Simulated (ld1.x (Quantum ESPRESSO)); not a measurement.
**What one change does to a pseudopotential (Ca (Z = 20), TM)**

```
Element                 : calcium
Generator               : ld1.x (Quantum ESPRESSO) 7.5
Type                    : norm-conserving Troullier–Martins (Kleinman–Bylander form)
Functional              : revPBE
Relativity              : scalar-relativistic
Frozen core             : [Ne]
Valence charge          : 10
Reference configuration : 3s2 3p6 3d0 4s2 4p0
Partial waves           : 3s (bound): rc 1.85 bohr; 3p (bound): rc 1.85 bohr; 3d (bound, empty): rc 1.55 bohr
Local potential         : all-electron potential smoothed inside 1.80 bohr (lloc = -1)
Core correction         : none
```

Occupied shells without a wave of their own: 4s. They enter only through the test configuration that unscreens the potential.

Change: core correction full core density, not smoothed (it rises at the typed radius of 1.54 bohr, so ld1.x skipped the fit) (4s counted twice).

Cutoffs: the cutoffs (Ry, on a coarse ladder) from which the occupation-weighted sum of valence levels, in a spherical-Bessel basis at the reference potential, stays within 10 and 1 mRy of its value at 400 Ry; they do not see the model core or the augmentation charge, which bear on the density cutoff. Errors are all-electron minus pseudo energies relative to the spin-unpolarised reference configuration.

Q: How do hardness, ghosts and transferability respond?

A: The potential gets neither clearly harder nor softer (30 Ry and 55 Ry → 30 Ry and 55 Ry); of the 7 tests that both files solve, the error grows in 6 and shrinks in 1 by more than 15 % and 0.3 meV (median size 36.8 → 150.0 meV); neither file shows a bound ghost. In the changed file ld1.x takes every shell without a wave as core, so the model core holds the 4s electrons as well and exchange and correlation see them twice. This cancels in the reference configuration, but the file is broken for other ones, and its errors say nothing about a proper core correction. A model core, the more so a compact one, raises the density cutoff, which this test does not measure.

```csv
quantity,base,changed
"cutoff, loose",30 Ry,30 Ry
"cutoff, tight",55 Ry,55 Ry
bound ghosts,none,none
"error for 3s2 3p6 3d0 4s1 4p0, meV [ΔE 6.25 eV]",-28,-187
"error for 3s2 3p6 3d0 4s0 4p0, meV [ΔE 17.98 eV]",-84,-770
"error for 3s2 3p6 3d0 4s1.5 4p0, meV [ΔE 2.48 eV]",-12,-47
"error for 3s1 3p6 3d0 4s2 4p0, meV [ΔE 54.29 eV]",-56,-150
"error for 3s2 3p6 3d1 4s0 4p0, meV [ΔE 7.60 eV]",-37,-470
"error for 3s2 3p5 3d0 4s2 4p0, meV [ΔE 34.68 eV]",+47,-19
"error for 3s2 3p6 3d1 4s1 4p0, meV [ΔE 2.28 eV]",-12,-55
s: phases at 2.01 bohr within 0.05 rad from the reference energy up to (Ry; the scan ends near 5),1.3,1.3
p: phases at 2.01 bohr within 0.05 rad from the reference energy up to (Ry; the scan ends near 5),2.8,2.8
d: phases at 2.01 bohr within 0.05 rad from the reference energy up to (Ry; the scan ends near 5),3.3,3.3
```

Base: The cutoffs count occupied waves only; the empty 3d level needs 55 Ry at the loose tolerance. Changed file: The cutoffs count occupied waves only; the empty 3d level needs 55 Ry at the loose tolerance.
